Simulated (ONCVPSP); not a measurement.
# I, ONCV: configuration errors across variants

ONCVPSP 4.0.1 input, shortened (lines: element, Z, core and valence counts, functional; n l f; lmax; l rc ep ncon nbas qcut; lloc lpopt rc5 dvloc0; l nproj debl; icmod fcfact rcfact), LDA (Perdew-Wang 92), scalar-relativistic:

```
  I 53.00    6    5  -001012      upf
    1    0    2.00
    2    0    2.00
    2    1    6.00
    3    0    2.00
    3    1    6.00
    3    2   10.00
    4    0    2.00
    4    1    6.00
    4    2   10.00
    5    0    2.00
    5    1    5.00
    2
    0    1.40    0.00    4    8    9.40
    1    1.55    0.00    4    7    8.20
    2    1.05    0.00    3    7   13.20
    4    5    0.75    0.00
    0    2    1.50
    1    2    3.00
    2    2    3.10
    3    3.50    1.40
```

All-electron excitation energies from the reference (eV): (1) 4s2 4p6 4d10 5s2 5p4 11.300; (2) 4s2 4p6 4d10 5s2 5p3 31.359; (3) 4s2 4p6 4d10 5s2 5p2 60.970; (4) 4s2 4p5 4d10 5s2 5p5 136.179.

A true bound ghost makes a file unfit for plane-wave use even where its test errors are small: the radial tests pick states by their node count and pass the ghost by.

Errors AE − PS in meV (a dash: test not solved or not reliable):

| change | (1) | (2) | (3) | (4) | bound ghosts | GHOST(+) flags above zero |
| --- | --- | --- | --- | --- | --- | --- |
| base | -2.9 | -8.3 | -17 | -110 | none | s |
| s: rc 2.06 | -2.8 | -6.9 | -11 | -51 | none | s |
| s: qcut 7.9; p: qcut 6.9; d: qcut 11.1 | -2.9 | -8.2 | -16 | -16 | p | s |
| s: qcut 5.3 | -2.9 | -7.9 | -15 | -92 | none | s |
| s: nproj 3 | -3.0 | -8.5 | -17 | -116 | none | s |

(1) Give the same row for: core correction Teter function, fcfact 7.9, rcfact 1.4.

Results:

(1) -2.9, -8.4, -17, -114; bound ghosts: none; GHOST(+) flags above zero: s.
